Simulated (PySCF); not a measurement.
## Exercise with solution: dipole moment from atomic charges

H₄N₂Se, SMILES N[Se]N. Atoms are numbered in the order given.

```xyz
7

Se     0.0000     0.0000    -0.4146
N     -1.5045     0.0000     0.6578
H     -1.6009     0.8337     1.2220
H     -1.6009    -0.8337     1.2220
N      1.5045     0.0000     0.6578
H      1.6009    -0.8337     1.2220
H      1.6009     0.8337     1.2220
```
Charge 0, spin multiplicity 1.

Geometry optimised at B3LYP-D3(BJ)/def2-TZVP. Other conformers were not sampled.

Charges (e) from PySCF with ωB97X/def2-TZVPD:

```tsv
atom	ESP fit	IAO
Se1	0.170	0.447
N2	-0.760	-0.748
H3	0.337	0.262
H4	0.337	0.262
N5	-0.760	-0.748
H6	0.337	0.262
H7	0.337	0.262
```

The dipole moment of the full density is 2.74 D.

**Question.** What dipole moment does each set of point charges give, and which comes closer to that of the density?

**Answer.** 
μ = Σ q r, and 1 e Å = 4.8032 D.
ESP fit: Σ q r = (0.000, 0.000, 0.577) e Å, |μ| = 2.77 D.
IAO: Σ q r = (0.000, 0.000, 0.111) e Å, |μ| = 0.53 D.
ESP fit comes closer in size. Point charges leave out the atoms' own dipoles (lone pairs, polarised bonds); fits to the potential absorb them, partitions of the density don't.
